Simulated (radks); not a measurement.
The nuclear charge of neutral molybdenum is varied continuously with 42 electrons held in [Kr] 4d5 5s1. All-electron calculation, scalar-relativistic Kohn-Sham, PBEsol, spin-polarised, spherical densities, finite nucleus; open shells are filled with parallel spins first (spin-orbit coupling, left out, can overturn this in heavy ions); Fermi nuclear charge, rms radius 4.4091 fm. Program: a radial shooting solver on a logarithmic mesh with Libxc functionals. By the Hellmann-Feynman theorem dE/dZ = E(electron-nucleus)/Z, the electronic potential at the nucleus (averaged over a nucleus of fixed radius). The scalar-relativistic energy here is not variational (the density holds large components alone), so the two differ by a part that grows with Z.

Z = 41.75: E (hartree) -3988.58870; E(electron-nucleus)/Z (hartree) -230.370; HOMO 4d; e(HOMO) (eV) -2.457; <r> HOMO (bohr) 2.085
Z = 42: E (hartree) -4046.55105; E(electron-nucleus)/Z (hartree) -232.273; HOMO 4d; e(HOMO) (eV) -4.574; <r> HOMO (bohr) 1.970
Z = 42.25: E (hartree) -4104.99153; E(electron-nucleus)/Z (hartree) -234.172; HOMO 5s; e(HOMO) (eV) -6.353; <r> HOMO (bohr) 3.296
Z = 42.5: E (hartree) -4163.90943; E(electron-nucleus)/Z (hartree) -236.069; HOMO 5s; e(HOMO) (eV) -8.182; <r> HOMO (bohr) 3.166
Z = 42.75: E (hartree) -4223.30427; E(electron-nucleus)/Z (hartree) -237.964; HOMO 5s; e(HOMO) (eV) -10.139; <r> HOMO (bohr) 3.050
Z = 43: E (hartree) -4283.17571; E(electron-nucleus)/Z (hartree) -239.858; HOMO 5s; e(HOMO) (eV) -12.219; <r> HOMO (bohr) 2.945

The central difference of E at Z = 42 is -232.806 hartree, to compare with the third column; the second derivative is -7.65 hartree.
